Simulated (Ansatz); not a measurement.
Calculated with Ansatz (gas phase, PBE0-D4/def2-TZVP geometries, no zero-point term in ΔE). CBS: MP2 limit from def2 TZ/QZ plus the TZ coupled-cluster correction, frozen cores. Functionals use def2-TZVPP. For Ge, Se outer-core shells are correlated without core-valence functions, which leaves a few kJ/mol of doubt a bond. Scalar relativity is left out up to krypton. Each species was taken in one conformer, which may not be the lowest.

`C[B]([GeH3])[SeH]` + `B1C[SiH2]1` → `[SeH][SiH]1BC1` + `C[BH][GeH3]`  (formal exchange of groups at the Se–B bond)

```csv
species,PBE0-D4 energy (Eh)
`C[B]([GeH3])[SeH]`,-4545.13853
`B1C[SiH2]1`,-355.20172
`[SeH][SiH]1BC1`,-2756.51788
`C[BH][GeH3]`,-2143.81299
```

(1) Work out ΔE.

Largest T1 diagnostic among the species: 0.014.

Results:

(1) ΔE = (-2756.51788) + (-2143.81299) − (-4545.13853) − (-355.20172) = 0.00938 Eh = +5.9 kcal/mol. CCSD(T)/CBS gives +6.5 kcal/mol.

In def2-TZVPP, CCSD(T) changes the Hartree–Fock value by +3.3 kcal/mol (the triples alone add +0.4 kcal/mol) and MP2 by +3.2 kcal/mol. The D4 term adds +0.9 kcal/mol with B3LYP and +0.4 kcal/mol with PBE0; it sums over pairs of atoms, weighted by their polarisabilities, and B3LYP, whose exchange is more repulsive, gets the larger term.

B3LYP here is the variant with VWN-RPA as its local correlation; programs differ in this.
